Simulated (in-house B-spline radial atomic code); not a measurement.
Configurations of Cd4+, with energies counted from [Kr] 4d8. Computed with a B-spline radial code for spherical atoms: scalar-relativistic (X2C) TPSSh, spin-polarised, spherical fractional occupations, exact exchange averaged over the configuration, Fermi nucleus of rms radius 4.6087 fm. Shells without spins written out take the highest spin.

Occupations are held fixed; configurations that lie above the ionisation limit could autoionise.

| configuration | E - E(ref) (eV) | highest orbital | its <r> (bohr) |
| --- | --- | --- | --- |
| [Kr] 4d7 5d1 | 41.136 | 5d up | 3.084 |
| [Ar] 3d10 4s2 4p5 4d8 5d1 | 100.58 | 5d up | 3.07 |
| [Ar] 3d10 4s2 4p5 4d8 5f1 | 112.52 | 5f up | 4.751 |

(1) Order these further configurations by energy, lowest first.
A. [Ar] 3d10 4s2 4p5 4d8 5s1
B. [Ar] 3d10 4s2 4p5 4d8 5p1
C. [Kr] 4d7 5p1
D. [Kr] 4d7 5f1

Results:

(1) C (27.97 eV), D (53.09 eV), A (77.475 eV), B (87.361 eV).
